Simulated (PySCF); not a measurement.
## Bonding in `N[SiH2]Nc1ccccc1`

C6H10N2Si.
Atom-mapped SMILES: `[NH2:1][SiH2:2][NH:3][c:4]1[cH:5][cH:6][cH:7][cH:8][cH:9]1` (hydrogens: H10, H11 on N1; H12, H13 on Si2; H14 on N3; H15 on C5; H16 on C6; H17 on C7; H18 on C8; H19 on C9)

Cartesian coordinates in Å at the PBE0-D3(BJ)/def2-SVP level; atoms count from 1:
```
atom  x, y, z in Å
N1     3.6887    0.1367   -0.9102
Si2    2.3139   -0.7396   -0.3531
N3     1.0673    0.4509   -0.0767
C4    -0.3037    0.3010    0.0510
C5    -0.9055   -0.9695    0.1064
C6    -2.2869   -1.0957    0.2168
C7    -3.1064    0.0295    0.2908
C8    -2.5164    1.2928    0.2510
C9    -1.1385    1.4304    0.1300
H10    3.7265    0.5255   -1.8451
H11    4.6106   -0.1119   -0.5742
H12    2.7694   -1.4538    0.8801
H13    1.7427   -1.7514   -1.2956
H14    1.3995    1.4010    0.0484
H15   -0.2855   -1.8683    0.0697
H16   -2.7268   -2.0956    0.2556
H17   -4.1890   -0.0762    0.3838
H18   -3.1385    2.1896    0.3114
H19   -0.6896    2.4272    0.0907
```

Bond orders from the PBE0/pcSseg-1 density (PySCF). Isolated species at its PBE0-D3(BJ)/def2-SVP geometry (one conformer only).

Question: How far do the computed orders between heavy atoms stray from the drawn ones?

Answer: The largest departure is 0.154, at C4–C5 (drawn aromatic, 1.346) and C9–C4 (drawn aromatic, 1.346), counting aromatic bonds as 1.5. The bonds drawn aromatic range from 1.35 to 1.48.

Question: Set the Mayer orders of the bonds beside their lengths.

Answer: 
| bond | drawn as | length (Å) | Mayer order |
| --- | --- | --- | --- |
| N1–Si2 | single | 1.723 | 1.048 |
| Si2–N3 | single | 1.746 | 0.927 |
| N3–C4 | single | 1.385 | 1.058 |
| C4–C5 | aromatic | 1.407 | 1.346 |
| C5–C6 | aromatic | 1.391 | 1.479 |
| C6–C7 | aromatic | 1.394 | 1.424 |
| C7–C8 | aromatic | 1.395 | 1.416 |
| C8–C9 | aromatic | 1.390 | 1.475 |
| C9–C4 | aromatic | 1.407 | 1.346 |
| N1–H10 | single | 1.013 | 0.945 |
| N1–H11 | single | 1.012 | 0.946 |
| Si2–H12 | single | 1.496 | 0.904 |
| Si2–H13 | single | 1.496 | 0.896 |
| N3–H14 | single | 1.014 | 0.913 |
| C5–H15 | single | 1.093 | 0.948 |
| C6–H16 | single | 1.093 | 0.959 |
| C7–H17 | single | 1.092 | 0.967 |
| C8–H18 | single | 1.093 | 0.960 |
| C9–H19 | single | 1.094 | 0.963 |

By pair of heavy elements: N–Si: lowest Si2–N3 (0.927, 1.746 Å), highest N1–Si2 (1.048, 1.723 Å). C–C: lowest C4–C5 and C9–C4 (1.346, 1.407 Å), highest C5–C6 (1.479, 1.391 Å). Bonds named together lie within 0.004.

Question: Sum the orders of all bonds at each heavy atom with more than one neighbour and set the sums beside the valence in the SMILES.

Answer: N1 2.939 (drawn 3), Si2 3.775 (drawn 4), N3 2.898 (drawn 3), C4 3.750 (drawn 4), C5 3.773 (drawn 4), C6 3.862 (drawn 4), C7 3.807 (drawn 4), C8 3.851 (drawn 4), C9 3.784 (drawn 4). Orders between atoms that aren't bonded are not in these sums.

The Mayer order sums products of elements of PS (density times overlap matrix) between the two atoms' basis functions, so it depends on the basis set.
